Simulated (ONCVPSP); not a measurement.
## Potentials for titanium (Ti) compared

Generated with ld1.x 7.5 (TM, RRKJ, ultrasoft, PAW), atompaw 4.2 or ONCVPSP 4.0.1. The cutoff is in Ry: for ld1.x and atompaw files where the sum of valence levels is converged to 10 mRy in a Bessel basis, for ONCV files where the hardest occupied wave has 1 mHa per electron of residual kinetic energy. The error is the largest all-electron minus pseudo excitation energy over each file’s own four to seven test configurations (ionisations up to +4, promotions, holes and added fractions of an electron), all of which were solved. The labels leave out finer settings (local radius, basis sizes, second energies), which also bear on the numbers. Spin-polarised tests are not counted. The rows are a selection from randomly drawn settings: files with unsolved tests, undetermined cutoffs or missed reference levels are left out.

A true bound ghost makes a file unfit for plane-wave use even where its test errors are small: the radial tests pick states by their node count and pass the ghost by.

| potential | cutoff (Ry) | largest error (meV) | bound ghosts |
| --- | --- | --- | --- |
| ONCV, LDA (Perdew-Wang 92), scalar-relativistic, rc 1.85/1.75/1.25 (spd), local smoothed, core correction yes, reference 3s2 3p6 3d2 4s2, qcut 4.9/7.7/6.9, projectors 2/2/2 | 212 | +14 | none |
| ONCV, PBE, scalar-relativistic, rc 2.40/2.00/2.05 (spd), local smoothed, core correction yes, reference 3d2 4s1, qcut 2.3/4.1/8.6, projectors 2/2/2 | 50 | -124 | p |
| ONCV, PBE, fully relativistic, rc 2.65/2.80/1.80 (spd), local smoothed, core correction yes, reference 3d2 4s2, qcut 2/2.7/9.6, projectors 3/2/2 | 62 | -219 | none |
| ONCV, LDA (Perdew-Zunger), non-relativistic, rc 3.20/2.80/1.70/2.95 (spdf), local smoothed, core correction no, reference 3d2.5 4s1.5, qcut 2/2.9/8/4, projectors 2/1/2/1 | 52 | +38 | s, p |
| ONCV, PBE, scalar-relativistic, rc 2.00/1.25/2.30 (spd), local smoothed, core correction no, reference 3s2 3p6 3d2.5 4s1.5, qcut 6/12.8/5.6, projectors 2/2/2 | 73 | +29 | none |
| ONCV, PBEsol, scalar-relativistic, rc 1.55/1.70/2.30 (spd), local smoothed, core correction yes, reference 3s2 3p6 3d2.5 4s1.5, qcut 7.5/6.9/7.7, projectors 2/2/2 | 40 | +15 | none |

**Question.** Fill in the row for Ti: ONCV, PBEsol, scalar-relativistic, rc 1.95/1.50/1.65/1.95 (spdf), local smoothed, core correction yes, reference 3s2 3p6 3d2 4s2, qcut 4.6/10.2/9.6/5.9, projectors 3/2/2/2.

**Answer.** cutoff 67 Ry, largest error +25 meV, bound ghosts: none.

**Question.** Fill in the row for Ti: ONCV, PBE, scalar-relativistic, rc 1.65/1.10/1.80 (spd), local smoothed, core correction yes, reference 3s2 3p6 3d2 4s2, qcut 7/6/7.4, projectors 2/2/2.

**Answer.** cutoff 64 Ry, largest error +69 meV, bound ghosts: none.

**Question.** Fill in the row for Ti: ONCV, LDA (Perdew-Wang 92), scalar-relativistic, rc 1.45/1.65/1.70 (spd), local smoothed, core correction no, reference 3s2 3p6 3d2.5 4s1.5, qcut 7.3/9.9/11.2, projectors 2/2/3.

**Answer.** cutoff 76 Ry, largest error +50 meV, bound ghosts: none.
